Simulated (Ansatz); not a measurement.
The cluster Sr₄O₄. Total charge 0; triplet. Geometry PBE-D4/def2-SVP, that of the neutral singlet; atoms count from 1.

Cartesian coordinates in Å:
```
Sr 0.287 2.592 0.625
Sr 1.396 -1.354 0.742
Sr -0.019 0.476 -2.638
Sr -1.600 -1.033 0.825
O 0.195 2.369 -1.554
O -0.221 -2.522 1.656
O 0.102 0.555 1.435
O -0.139 -1.082 -1.090
```

In the def2 sets Sr takes a core potential; there is no spin–orbit coupling. At PBE0-D4/def2-TZVP a singlet of charge 0 lies 1.54 eV below the triplet at the same geometry. The structure comes from a short search, and lower isomers may exist.

(1) Estimate the Mulliken populations from the PBE0/def2-TZVP orbitals of Ansatz.

(2) Where does the spin sit?

(3) And the Mayer bond orders between bonded heavy atoms (over 0.3)?

## Answers

(1) 
```csv
atom,charge (e),spin (α − β)
Sr1,1.14,0.17
Sr2,0.98,0.30
Sr3,1.14,0.17
Sr4,0.98,0.30
O5,-1.13,-0.01
O6,-0.77,0.84
O7,-1.17,0.12
O8,-1.17,0.12
```
Mulliken values and Mayer orders depend strongly on the basis.

(2) Summed by element: Sr 0.94, O 1.06, of 2 unpaired in all. Largest on single atoms: O6 0.84, Sr2 0.30, Sr4 0.30.

(3) Sr1–O5 0.71 (2.19 Å); Sr1–O7 0.45 (2.20 Å); Sr2–Sr4 0.31 (3.01 Å); Sr2–O6 0.35 (2.19 Å); Sr2–O7 0.38 (2.41 Å); Sr2–O8 0.39 (2.41 Å); Sr3–O5 0.71 (2.19 Å); Sr3–O8 0.45 (2.20 Å); Sr4–O6 0.36 (2.19 Å); Sr4–O7 0.39 (2.41 Å); Sr4–O8 0.38 (2.41 Å).
